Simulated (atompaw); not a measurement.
## Ranking PAW (atompaw) potentials for B (Z = 5)

All share these settings but for the change named:

```json
{"Element": "boron (B)", "Generator": "atompaw 4.2.0.5", "Type": "PAW", "Functional": "LDA (PW92)", "Relativity": "scalar-relativistic", "Frozen core": "[He]", "Valence charge": "3", "Reference configuration": "2s2 2p0.5 (charge +0.5)", "Partial waves": "2s (bound): rc 1.15 bohr; 2s channel at -0.6 Ry: rc 1.15 bohr; 2p (bound): rc 3.00 bohr; 2p channel at 2.45 Ry: rc 3.00 bohr", "Local potential": "ultrasoft scheme with l = 2 at 1 Ry, radius 2.75 bohr", "Core correction": "smooth core density matched at 2.75 bohr", "Augmentation charge": "besselshape compensation charge, radius 2.70 bohr; PAW radius 3.00 bohr; waves and projectors: custom polynom2 7 10 vanderbiltortho"}
```

Cutoff: the first of the cutoffs (Ry, on a coarse ladder) from which the occupation-weighted sum of valence levels, in a spherical-Bessel basis at the reference potential, stays within 10 and 1 mRy of its value at 400 Ry; the density cutoff is not measured.

The base gives 18 Ry.

Of 8 variants that were run, those that failed, showed a ghost or another fault, or gave nearly equal values are left out.

A variant can come out equal or close to the base.

Question: Rank these variants from softest to hardest (loose cutoff).
A. wave 2s (bound): rc 1.15 bohr becomes 2s (bound): rc 1.70 bohr
B. augmentation besselshape compensation charge, radius 2.70 bohr; PAW radius 3.00 bohr; waves and projectors: custom polynom vanderbiltortho
C. reference 2s2 2p0.75

Answer: A (6 Ry), C (18 Ry), B (30 Ry).
